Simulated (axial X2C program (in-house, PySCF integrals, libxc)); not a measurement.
**LiHg: from the spin-free to the two-component result**

Calculated with an axial X2C code built on PySCF integrals. Spin-free means the one-electron spin-free X2C Hamiltonian; two-component (2c) means X2C with spin–orbit coupling and atomic mean-field two-electron Coulomb and Gaunt terms, so the difference of the two also holds small scalar two-electron terms. Basis: Hg dyall-cv3z [13s14p9d6f4g], Li dyall-cv3z [7s8p2d] (cores contracted in-house); Gaussian nuclei, density fitting, unrestricted open shells. Masses: Hg 201.971 u, Li 7.016 u.

Spin-free state: M_S = 1/2, Λ = 0 (beyond evenly filled blocks: σα); fragments Hg + Li.

```tsv
level	Re (Å)	ωe (cm⁻¹)	De (eV)	μ (D)
PBE0	2.980	148.6	0.150	0.23
r2SCAN	2.924	164.4	0.221	0.75
```

Dipoles are positive if Li is the positive end.

Two-component determinant lowest at the distance of the search:

Ω = 1/2 (⟨Sz⟩ = 0.49, ⟨Lz⟩ = 0.01 at PBE0); fragments Hg + Li.

| level | Re (Å) | ωe (cm⁻¹) | De (eV) | μ (D) |
| --- | --- | --- | --- | --- |
| PBE0 | 2.923 | 159.5 | 0.172 | 0.48 |
| r2SCAN | 2.875 | 175.0 | 0.249 | 1.00 |

**Question.** From the two tables, how do the constants change at the PBE0 level (2c against spin-free)?

**Answer.** At the PBE0 level Re goes down by 0.057 Å and ωe goes up by 10.9 cm⁻¹; De changes by 0.022 eV.

Occupations by symmetry block were frozen at the best pattern of an incomplete PBE0 search. De is counted from the lowest determinant-based energies of the atoms at the same level, without counterpoise correction. Density functionals use the spin component along the axis (collinear).
